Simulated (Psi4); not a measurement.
hydrogen cyanide (CHN), singlet, geometry from GFN2-xTB. Base run: CCSD(T)/cc-pVDZ (Psi4).

Psi4 was given this input:
```
memory 2 GB

molecule mol {
0 1
C    -0.000000   -0.000000   -0.493219
N     0.000000    0.000000    0.644429
H    -0.000000   -0.000000   -1.551687
}

set {
  basis cc-pvdz
  reference rhf
}

energy('ccsd(t)')
print_variables()
```

The base run was repeated with changes; each row names its change, and settings that it needs were set with it.

| change | ΔE vs base (kcal/mol) | MP2 correlation (Eh) | CC correlation without the perturbative part (Eh) | basis functions |
|---|---|---|---|---|
| base | 0.000 | -0.28522 | -0.29454 | 33 |
| cc_type = df | -0.035 | -0.28528 | -0.29479 | 33 |
| method = cisd | 20.31 | -0.28522 | - | 33 |
| puream = on | 0.000 | -0.28522 | -0.29454 | 33 |
| method = cepa(1) | 5.59 | -0.28522 | - | 33 |
| puream = off | -4.36 | -0.29201 | -0.30071 | 35 |
| method = mp2.5 | 12.12 | -0.28528 | - | 33 |
| method = mp4 | -0.85 | -0.28522 | - | 33 |
| method = dlpno-mp2 | 13.17 | -0.28527 | - | 33 |
| scf_type = pk; mp2_type = conv | 0.000 | -0.28522 | -0.29454 | 33 |
